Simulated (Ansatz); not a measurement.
Abridged output of a molecular run in Ansatz:

```
Functional definition: HF
  name "HF"
  cite "Fock, Z. Phys. 61, 126 (1930) doi:10.1007/BF01340294"
  parent pbe
  exchange = exact_x
  correlation = 0
1110 factors; integrals over basis functions are off by at most 1.1e-3 eV
mean field evaluation 1: about -101456.9062 eV, gradient 2.4e1 eV
mean field evaluation 2: about -101456.9463 eV, gradient 2.4e1 eV
mean field evaluation 4: about -101459.0439 eV, gradient 3.2e0 eV
mean field evaluation 8: about -101459.0882 eV, gradient 2.3e-4 eV
mean field -101459.08818574 eV, -3728.5527193861 hartree, gradient 5.0e-6 eV, S^2 0.000000; 0 other end points of the search recorded, 0 dependent functions left out
29 core orbitals not correlated: weight in the atoms' cores, before any rotation towards them, 1.000 or more for the frozen orbitals, at most 0.000 for the correlated occupied ones
reference -101459.08818574 eV, -3728.5527193861 hartree; 21, 21 occupied and 69, 69 virtual orbitals, 1110 factors
second order -20.35539205 eV of doubles, -0.00000000 eV of singles
cycle   1  -21.09407682 eV  change   -7.4e-1 eV  update   1.0e-1
cycle   2  -21.65987886 eV  change   -5.7e-1 eV  update   2.9e-2
cycle   3  -21.73131304 eV  change   -7.1e-2 eV  update   1.2e-2
cycle   4  -21.72752747 eV  change    3.8e-3 eV  update   2.4e-3
cycle   5  -21.72747877 eV  change    4.9e-5 eV  update   8.1e-4
cycle   6  -21.72678615 eV  change    6.9e-4 eV  update   2.7e-4
cycle   7  -21.72670267 eV  change    8.3e-5 eV  update   9.1e-5
cycle   8  -21.72673856 eV  change   -3.6e-5 eV  update   2.7e-5
perturbative correction -0.64639313 eV, -0.0237545093 hartree
Total energy: -101481.46131743 eV, -3729.3749168104 hartree
```

Its atoms:

Z-matrix (Å, degrees):
```
Ge
S 1 2.204
S 1 2.209 2 113.1
S 1 2.204 2 104.1 3 125.7
Cl 1 2.151 2 112.3 3 -115.0
H 2 1.344 1 92.4 3 35.8
H 3 1.345 1 92.6 2 62.7
H 4 1.344 1 92.7 2 170.8
```

(1) Which basis set was used?
A. def2-TZVPPD
B. def2-SVP
C. cc-pV(T+d)Z
D. def2-SVPD

(2) Write the keys of the input that set method, charge and spin (a neutral closed shell needs none for the last two).

Results:

(1) B. It gives 119 functions.

(2) 
```yaml
correlation: {method: ccsd_t}
```
